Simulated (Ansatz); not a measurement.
```yaml
crystal:
  periodic: [false, false, false]
  atoms:
    - {symbol: C, position_ang: [-1.158913, -0.512769, 0.276769]}
    - {symbol: C, position_ang: [-0.303372, -0.541012, 0.644096]}
    - {symbol: B, position_ang: [0.368728, -0.393576, -0.101593]}
    - {symbol: N, position_ang: [1.137914, -0.896638, -0.236313]}
    - {symbol: C, position_ang: [0.368655, 0.565790, -0.562060]}
    - {symbol: C, position_ang: [0.296821, 1.430099, -0.030496]}
    - {symbol: H, position_ang: [-1.266231, 0.201163, 0.031595]}
    - {symbol: H, position_ang: [-1.275928, -0.840501, -0.268845]}
    - {symbol: H, position_ang: [-1.874436, -0.665115, 0.698322]}
    - {symbol: H, position_ang: [-0.219752, -0.163208, 1.068457]}
    - {symbol: H, position_ang: [-0.226603, -1.341612, 0.789275]}
    - {symbol: H, position_ang: [1.662477, -0.799521, -0.627121]}
    - {symbol: H, position_ang: [1.003022, -1.673248, 0.042876]}
    - {symbol: H, position_ang: [0.903794, 0.538094, -1.098120]}
    - {symbol: H, position_ang: [-0.141469, 0.476442, -1.142825]}
    - {symbol: H, position_ang: [-0.250453, 1.208585, 0.334892]}
    - {symbol: H, position_ang: [0.801656, 1.268444, 0.390892]}
    - {symbol: H, position_ang: [0.283990, 2.077368, -0.375658]}
basis:
  gaussian: {orbitals: def2-mTZVPP}
hamiltonian: {xc: {name: r2SCAN50}, dispersion: d4}
output: {forces: true}
```

```sh
$ ansatz run in.yaml --threads 4 --pin off --events-out ev --progress --plain --max-ram 11315MiB
```

It prints (some lines left out):

```
Functional definition: r2SCAN50
1643 factors; integrals over basis functions are off by at most 8.8e-4 eV
mean field evaluation 1: about -6332.2559 eV, gradient 1.7e2 eV
mean field evaluation 2: about -6210.5915 eV, gradient 2.6e2 eV
mean field evaluation 4: about -6379.2662 eV, gradient 1.1e1 eV
mean field evaluation 8: about -6379.5105 eV, gradient 5.5e-1 eV
mean field evaluation 16: about -6379.5110 eV, gradient 1.2e-4 eV
mean field -6379.51097668 eV, -234.4427042053 hartree, gradient 3.2e-5 eV, S^2 0.000000; 0 other end points of the search recorded, 0 dependent functions left out
reference -6379.51098429 eV, -234.4427044849 hartree; 24, 24 occupied and 155, 155 virtual orbitals, 1643 factors
Total energy: -6379.65226296 eV, -234.4478963802 hartree
Atom 0 at    -1.158913    -0.512769     0.276769 Å, force   -59.982852    14.114045    15.951361 eV/Å
Atom 1 at    -0.303372    -0.541012     0.644096 Å, force    25.282816   -63.237263     2.386870 eV/Å
Atom 2 at     0.368728    -0.393576    -0.101593 Å, force   -21.255365    15.641891    -8.296410 eV/Å
Atom 3 at     1.137914    -0.896638    -0.236313 Å, force    26.773010   -46.425908    13.842662 eV/Å
Atom 4 at     0.368655     0.565790    -0.562060 Å, force     1.101479    -2.000722   -21.839586 eV/Å
Atom 5 at     0.296821     1.430099    -0.030496 Å, force    -5.732165    38.866590    -6.691108 eV/Å
Atom 6 at    -1.266231     0.201163     0.031595 Å, force    -8.128506    27.860939   -10.092705 eV/Å
Atom 7 at    -1.275928    -0.840501    -0.268845 Å, force   -12.471587   -33.059843   -54.137869 eV/Å
Atom 8 at    -1.874436    -0.665115     0.698322 Å, force   -15.251014    -3.270542     9.763389 eV/Å
Atom 9 at    -0.219752    -0.163208     1.068457 Å, force    15.802381    63.189013    74.819202 eV/Å
Atom 10 at    -0.226603    -1.341612     0.789275 Å, force     4.077445   -19.368004     7.894066 eV/Å
Atom 11 at     1.662477    -0.799521    -0.627121 Å, force    43.364978     7.157064   -32.188106 eV/Å
Atom 12 at     1.003022    -1.673248     0.042876 Å, force     1.238886   -14.135535     4.949730 eV/Å
Atom 13 at     0.903794     0.538094    -1.098120 Å, force    23.737422     0.281889   -21.501413 eV/Å
Atom 14 at    -0.141469     0.476442    -1.142825 Å, force   -19.697156    -3.168470   -19.995222 eV/Å
Atom 15 at    -0.250453     1.208585     0.334892 Å, force   -37.789204    -8.339423    26.552943 eV/Å
Atom 16 at     0.801656     1.268444     0.390892 Å, force    39.712173    -6.649589    34.460159 eV/Å
Atom 17 at     0.283990     2.077368    -0.375658 Å, force    -0.782741    32.543868   -15.877965 eV/Å
Dipole moment:     0.164448    -0.132672    -0.191540 e Å
```

Q: Something in this input is off. What?

A: The geometry is squeezed to about two thirds of its size. The calculation finished and met its thresholds. The result belongs to that input, not to the molecule as meant.
